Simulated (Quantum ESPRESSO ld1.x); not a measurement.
La+, 56 electrons, occupied as [Xe] 5d2.

All-electron calculation, Dirac Kohn-Sham, LDA (Slater exchange, Hedin-Lundqvist correlation), spin-unpolarised, spherical densities, point nucleus; open shells are shared between the two j in proportion to 2j + 1. Program: ld1.x of Quantum ESPRESSO 7.5.

Energy parts (eV):
part                   energy
total                 -231042
kinetic                247206
electron-nucleus      -562073
Hartree                 89190
exchange-correlation    -5364

Orbitals (lengths in bohr, moments of r in powers of bohr):
orbital  occ.  eigenvalue (eV)      <r^4>   <1/r>      <r^2>
1s1/2       2         -38683.0  1.923e-06   61.97  0.0008549
2s1/2       2         -6159.65  0.0003185   14.58    0.01358
2p1/2       2         -5811.94  0.0002008   14.57   0.009968
2p3/2       4         -5399.34  0.0002483   13.24    0.01123
3s1/2       2         -1320.02    0.01315   5.246    0.09310
3p1/2       2         -1173.14    0.01228   5.162    0.08787
3p3/2       4         -1092.78    0.01443   4.832    0.09553
3d3/2       4         -834.564    0.01117   4.698    0.07856
3d5/2       6         -817.352    0.01174   4.614    0.08074
4s1/2       2         -269.311     0.3411   2.174     0.4838
4p1/2       2         -215.277     0.4026   2.070     0.5183
4p3/2       4         -198.051     0.4714   1.961     0.5609
4d3/2       4         -109.330     0.7434   1.742     0.6751
4d5/2       6         -106.342     0.7820   1.715     0.6923
5s1/2       2         -43.0064      11.05  0.8550      2.735
5p1/2       2         -28.3210      18.89  0.7518      3.502
5p3/2       4         -25.7941      22.87  0.7122      3.848
5d3/2     0.8          -7.5668      169.3  0.4541      9.674
5d5/2     1.2          -7.3734      181.6  0.4454      10.02

The highest occupied level is 5d5/2 at -7.373 eV. The density falls to 0.001 e/bohr^3 at r = 4.42 bohr. Summed over all electrons, <r^2> = 60.37 bohr^2, which gives a Langevin (diamagnetic) susceptibility term of -47.8 x 10^-6 cm^3/mol.

Run on one thread of a shared host, so times are rough (Intel(R) Xeon(R) Processor @ 2.60GHz): 0.75 s of CPU time, 0.8 s wall, 21 iterations on 2083 mesh points.
